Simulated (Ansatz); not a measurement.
`[CH3][V]([NH2])(=[O])[OH]` + CH₄ → `[CH3][V]([CH3])(=[O])[OH]` + NH₃ at 400 K and 1 bar (formal exchange of groups at a V–N bond).

Calculated with Ansatz (gas phase, PBE0-D4/def2-TZVP geometries, no zero-point term in ΔE). CBS: MP2 limit from def2 TZ/QZ plus the TZ coupled-cluster correction, frozen cores. This one scheme is used for every species. For V outer-core shells are correlated without core-valence functions, which leaves a few kJ/mol of doubt a bond. Scalar relativity is left out up to krypton. Each species was taken in one conformer, which may not be the lowest.

```csv
species,CCSD(T)/CBS energy (Eh),H − E (kJ/mol),S (J/(mol·K))
`[CH3][V]([NH2])(=[O])[OH]`,-1190.26633,242.9,393.0
CH₄,-40.46206,131.3,197.2
`[CH3][V]([CH3])(=[O])[OH]`,-1174.17116,267.5,416.4
NH₃,-56.50880,104.2,203.1
```

H − E and S are ideal-gas, rigid-rotor, harmonic terms from PBE0-D4/def2-TZVP, for one conformer and one mirror image of each species. 1 Eh = 2625.50 kJ/mol, R = 8.31446 J/(mol·K).

Question: By hand: ΔE, ΔH, ΔS and ΔG.

Answer: ΔE = (-1174.17116) + (-56.50880) − (-1190.26633) − (-40.46206) = 0.04843 Eh = 127.2 kJ/mol. Δ(H − E) = 267.5 + 104.2 − 242.9 − 131.3 = -2.5, so ΔH = 124.7 kJ/mol. ΔS = 416.4 + 203.1 − 393.0 − 197.2 = 29.3 J/(mol·K). ΔG = 124.7 − 400 × (29.3)/1000 = 113.0 kJ/mol.

Question: By hand: the equilibrium constant, and the temperature at which ΔG would vanish if ΔH and ΔS stayed fixed.

Answer: log₁₀ K = −ΔG/(RT ln 10) = -14.8. ΔG = 0 at ΔH/ΔS = 4256 K, far beyond where these terms or the molecules hold.

ΔH outweighs TΔS. A doubt of 5 kJ/mol in ΔE shifts log₁₀ K by 0.7 here. Other conformers and mirror images would add mixing entropy, several J/(mol·K) or more a flexible species. These are equilibria of isolated gas molecules and say nothing of rates. Largest T1 diagnostic: 0.032 (customary marks: 0.02 for closed shells, 0.045 for open ones).
